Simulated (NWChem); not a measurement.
System: C$_{3}$H$_{3}$ClF$_{2}$; SMILES Cl/C(F)=C(\F)C

NWChem input:

```
start job
memory heap 200 mb stack 900 mb global 1100 mb
geometry units angstroms noautoz
  C     -0.485656    -2.229245     0.000000
  C      0.203898    -0.918768     0.000000
  F      1.535232    -0.975732     0.000000
  C     -0.388361     0.280400     0.000000
  F     -1.708486     0.394684     0.000000
  Cl     0.449251     1.767928     0.000000
  H     -0.195777    -2.812584     0.888724
  H     -0.195777    -2.812584    -0.888724
  H     -1.574137    -2.097798     0.000000
end
basis spherical
  C library 6-31g*
  F library 6-31g*
  Cl library 6-31g*
  H library 6-31g*
end
dft
  xc becke88 lyp
  iterations 150
  mulliken
end
task dft energy
```

Excerpt of the output:

```
             Northwest Computational Chemistry Package (NWChem) 7.3.0
             --------------------------------------------------------

 CS  symmetry detected

                             Geometry "geometry" -> ""
                             -------------------------

 Output coordinates in angstroms (scale by  1.889725989 to convert to a.u.)

  No.       Tag          Charge          X              Y              Z
 ---- ---------------- ---------- -------------- -------------- --------------
    1 C                    6.0000    -0.48318593    -2.22829453     0.00000000
    2 C                    6.0000     0.20395203    -0.91654908     0.00000000
    3 F                    9.0000     1.53538874    -0.97105968     0.00000000
    4 C                    6.0000    -0.39051573     0.28152550     0.00000000
    5 F                    9.0000    -1.71084908     0.39337665     0.00000000
    6 Cl                  17.0000     0.44435372     1.77059448     0.00000000
    7 H                    1.0000    -0.19223248    -2.81109837     0.88872400
    8 H                    1.0000    -0.19223248    -2.81109837    -0.88872400
    9 H                    1.0000    -1.57190730    -2.09885354     0.00000000

 Effective nuclear repulsion energy (a.u.)     292.9636519056

      Symmetry information
      --------------------

 Group name             Cs
 Group number              2
 Group order               2
 No. of unique centers     8

                                 NWChem DFT Module
                                 -----------------

 Summary of "ao basis" -> "ao basis" (spherical)
 ------------------------------------------------------------------------------
       Tag                 Description            Shells   Functions and Types
 ---------------- ------------------------------  ------  ---------------------
 C                           6-31g*                  6       14   3s2p1d
 F                           6-31g*                  6       14   3s2p1d
 Cl                          6-31g*                  8       18   4s3p1d
 H                           6-31g*                  2        2   2s

      Symmetry analysis of basis
      --------------------------

        a'         67
        a"         27

            General Information
            -------------------
          SCF calculation type: DFT
          Wavefunction type:  closed shell.
          No. of atoms     :     9
          No. of electrons :    56
           Alpha electrons :    28
            Beta electrons :    28
          Charge           :     0
          Spin multiplicity:     1
          Use of symmetry is: on ; symmetry adaption is: on
          Maximum number of iterations: 150
          AO basis - number of functions:    94
                     number of shells:    44
          Convergence on energy requested:  1.00D-06
          Convergence on density requested:  1.00D-05
          Convergence on gradient requested:  5.00D-04

              XC Information
              --------------
                    Becke 1988 Exchange Functional  1.000
              Lee-Yang-Parr Correlation Functional  1.000

             Grid Information
             ----------------
          Grid used for XC integration:  medium
          Radial quadrature: Mura-Knowles
          Angular quadrature: Lebedev.
          Tag              B.-S. Rad. Rad. Pts. Rad. Cut. Ang. Pts.
          ---              ---------- --------- --------- ---------
          C                   0.70       49          11.0       434
          F                   0.50       49          10.0       434
          Cl                  1.00       88          11.0       590
          H                   0.35       45          12.0       434
          Grid pruning is: on
          Number of quadrature shells:   423
          Spatial weights used:  Erf1

      Superposition of Atomic Density Guess
      -------------------------------------

 Sum of atomic energies:        -772.67070683

      Non-variational initial energy
      ------------------------------

 Total energy =    -775.166982
 1-e energy   =   -1650.057131
 2-e energy   =     581.926497
 HOMO         =      -0.195252
 LUMO         =       0.112612

      Symmetry analysis of molecular orbitals - initial
      -------------------------------------------------

  Numbering of irreducible representations:

     1 a'          2 a"

  Orbital symmetries:

     1 a'          2 a'          3 a'          4 a'          5 a'
     6 a'          7 a'          8 a'          9 a'         10 a"
    11 a'         12 a'         13 a'         14 a'         15 a'
    16 a'         17 a'         18 a'         19 a"         20 a"
    21 a'         22 a'         23 a"         24 a'         25 a"
    26 a'         27 a'         28 a"         29 a'         30 a"
    31 a'         32 a'         33 a'         34 a"         35 a'
    36 a'         37 a'         38 a'

     ---------------------------------------------
      Total Density - Mulliken Population Analysis
     ---------------------------------------------

    Atom       Charge   Shell Charges
 -----------   ------   -------------------------------------------------------
    1 C    6     6.73   2.00  0.71  2.05  0.68  1.25  0.03
    2 C    6     5.50   2.00  0.68  1.70  0.43  0.63  0.07
    3 F    9     9.45   2.00  0.94  3.39  1.01  2.10  0.01
    4 C    6     5.45   2.00  0.65  1.52  0.47  0.74  0.07
    5 F    9     9.43   2.00  0.94  3.38  1.01  2.09  0.01
    6 Cl  17    17.14   2.00  2.00  5.98  1.38  3.63  0.53  1.61  0.02
    7 H    1     0.77   0.46  0.31
    8 H    1     0.77   0.46  0.31
    9 H    1     0.76   0.46  0.30

[...]
```

Level: BLYP/6-31G* (spherical d). Coordinates come from a PBE0/def2-SVP optimisation.
